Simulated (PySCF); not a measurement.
BF₃.
Atom-mapped SMILES: `[F:1][B:2]([F:3])[F:4]`

Computed by this run: PBE0-D3(BJ)/def2-SVP geometry optimisation, gas phase (PySCF); density fitting, grid level 1; the optimiser is geomeTRIC in internal coordinates, started from a GFN2-xTB structure with every atom displaced at random (about 0.01 Å).

Step 0: E = -8816.2951 eV
```
atom  x, y, z in Å  |  force x, y, z in eV/Å
F1     -1.0197   -0.7103    0.6990   -1.174  -0.320   0.176
B2      0.0270   -0.0712    0.3003    0.080   0.523  -0.439
F3      1.1823   -0.4946    0.6707    1.471  -0.467   0.456
F4     -0.0306    0.9812   -0.4714   -0.377   0.264  -0.194
```

Step 1: E = -8816.3394 eV
```
atom  x, y, z in Å  |  force x, y, z in eV/Å
F1     -1.0496   -0.6929    0.6861    0.232  -0.017   0.006
B2      0.0449   -0.0744    0.2997   -0.128  -0.151   0.116
F3      1.2254   -0.5065    0.6830   -0.224   0.108  -0.089
F4     -0.0617    0.9789   -0.4703    0.120   0.060  -0.032
```

Step 2: E = -8816.3412 eV
```
atom  x, y, z in Å  |  force x, y, z in eV/Å
F1     -1.0404   -0.7017    0.6918    0.006   0.071  -0.045
B2      0.0402   -0.0689    0.2989   -0.058  -0.170   0.059
F3      1.2137   -0.5083    0.6826    0.044   0.105  -0.046
F4     -0.0545    0.9840   -0.4748    0.009  -0.005   0.032
```

Step 3: E = -8816.3421 eV
```
atom  x, y, z in Å  |  force x, y, z in eV/Å
F1     -1.0450   -0.6992    0.6935   -0.002  -0.033  -0.049
B2      0.0380   -0.0786    0.2944   -0.006   0.117   0.096
F3      1.2152   -0.4994    0.6800    0.076  -0.074   0.001
F4     -0.0491    0.9823   -0.4694   -0.069  -0.010  -0.048
```

**Question.** Estimate the geometry and energy of step 4. (The exact step hangs on the optimiser's Hessian estimate; all steps are aligned on step 3, rigid shifts and turns removed.)

**Answer.** E = -8816.3403 eV, largest force 0.297 eV/Å
```
atom  x, y, z in Å  |  force x, y, z in eV/Å
F1     -1.0497   -0.6994    0.6864    0.018  -0.035   0.095
B2      0.0367   -0.0727    0.3110    0.051   0.033  -0.290
F3      1.2196   -0.4980    0.6723    0.017  -0.091   0.171
F4     -0.0477    0.9753   -0.4711   -0.085   0.094   0.025
```

The energy changes by +0.0018 eV. The first-order estimate −F·Δx gives -0.0029 eV and the mean of the old and new forces, exact on a quadratic surface, +0.0023 eV. The step makes an angle of 52° with the force vector and moves no atom by more than 0.018 Å. The energy falls at the start of this step and ends higher, so the step passed the lowest point of its straight line.

The cost below is that of the whole optimisation. Hardware: Intel Xeon Platinum 8488C, one thread, shared host. Cost: 8.7 s, 0.29 GiB resident at most.
